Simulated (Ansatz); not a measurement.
Two isomers of C3H9BSi: A = `C=CBC[SiH3]`, B = `CC1([SiH3])BC1`.

Isolated molecules relaxed with PBE0-D4/def2-TZVP in Ansatz; ΔE leaves out vibrations. CCSD(T)/CBS adds triple-zeta CCSD(T) − MP2 to the extrapolated MP2 energy (def2 sets, frozen cores). Functionals use def2-TZVPP. B3LYP here is the variant with VWN-RPA as its local correlation; programs differ in this. Each species was taken in one conformer, which may not be the lowest.

Problem. Which isomer does CCSD(T)/CBS put lower? Give the gap. (Estimate.)

Solution. Ansatz gave: A, by 23.2 kcal/mol.

Problem. Give E(B) − E(A) in kcal/mol with MP2/def2-TZVPP, CCSD/def2-TZVPP, r2SCAN-D4, B2PLYP, B3LYP, PBE0-D4, ωB97M-V. (Best estimate.)

Solution. Ansatz gave: MP2/def2-TZVPP 20.9, CCSD/def2-TZVPP 23.6, r2SCAN-D4 20.6, B2PLYP 24.0, B3LYP 24.8, PBE0-D4 19.1, ωB97M-V 21.2. None reverses the order clearly.

Largest T1 diagnostic: 0.012.

From PBE to PBE0 (25 % exact exchange), in def2-TZVPP and without D4, E(B) − E(A) moves by −0.9 kcal/mol. In def2-TZVPP, CCSD(T) changes the Hartree–Fock value by −3.8 kcal/mol (the triples alone add +0.1 kcal/mol) and MP2 by −6.6 kcal/mol.
